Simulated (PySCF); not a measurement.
SMILES [SiH3][SiH2]c1ccccc1 (GFN2-xTB optimised geometry):

```
18

Si     3.462     0.022     2.172
Si     2.668    -0.001     0.000
C      0.779    -0.001     0.000
C      0.062     1.191     0.000
C     -1.320     1.197     0.045
C     -2.016     0.000     0.094
C     -1.320    -1.197     0.098
C      0.063    -1.192     0.053
H      4.793    -0.584     2.278
H      2.592    -0.713     3.096
H      3.585     1.380     2.711
H      3.094    -1.185    -0.762
H      3.096     1.166    -0.786
H      0.597     2.130    -0.040
H     -1.858     2.134     0.041
H     -3.096     0.000     0.128
H     -1.857    -2.134     0.135
H      0.599    -2.132     0.054
```

Calculation: PBE/def2-SVP in PySCF 2.14.0.

**Question.** What are the frontier orbital energies and the dipole moment?

**Answer.** HOMO-2 -7.25 eV, HOMO-1 -6.41 eV, HOMO -6.26 eV, LUMO -1.44 eV, LUMO+1 -1.19 eV; dipole moment 0.83 D.

Meta-Löwdin charges at PBE/def2-SVP: Si1 0.18, Si2 0.33, C3 -0.20, C4 -0.10, C5 -0.10, C6 -0.10, C7 -0.10, C8 -0.10, H9 -0.07, H10 -0.06, H11 -0.06, H12 -0.07, H13 -0.07, H14 0.10, H15 0.11, H16 0.11, H17 0.11, H18 0.10.
